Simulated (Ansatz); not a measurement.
Reaction (substitution at a C–C bond): `CSC(C)S` + `[OH][In]([OH])[Br]` → `C[O][In]([OH])[Br]` + `CSCS`

Calculated with Ansatz (gas phase, PBE0-D4/def2-TZVP geometries, no zero-point term in ΔE). CCSD(T)/CBS adds triple-zeta CCSD(T) − MP2 to the extrapolated MP2 energy (def2 sets, frozen cores). DFT in def2-TZVPP. def2 core potentials past Kr. For Br, In outer-core shells are correlated without core-valence functions, which leaves a few kJ/mol of doubt a bond. Scalar relativity is left out up to krypton. Each species was taken in one conformer, which may not be the lowest.

```
             level  ΔE (eV)
           PBE0-D4     0.63
           ωB97X-V     0.60
              PBE0     0.61
CCSD(T)/def2-TZVPP     0.66
```

Question: What does CCSD(T)/CBS give? (An estimate is asked.)

Answer: Computed: +0.68 eV. The listed levels differ from it by -0.05, -0.08, -0.07, -0.02 eV.

Largest T1 diagnostic among the species: 0.015.

In def2-TZVPP, CCSD(T) changes the Hartree–Fock value by +0.16 eV (the triples alone add +0.02 eV) and MP2 by +0.25 eV. The D4 term adds +0.04 eV with B3LYP and +0.02 eV with PBE0; it sums over pairs of atoms, weighted by their polarisabilities, and B3LYP, whose exchange is more repulsive, gets the larger term.

B3LYP here is the variant with VWN-RPA as its local correlation; programs differ in this.
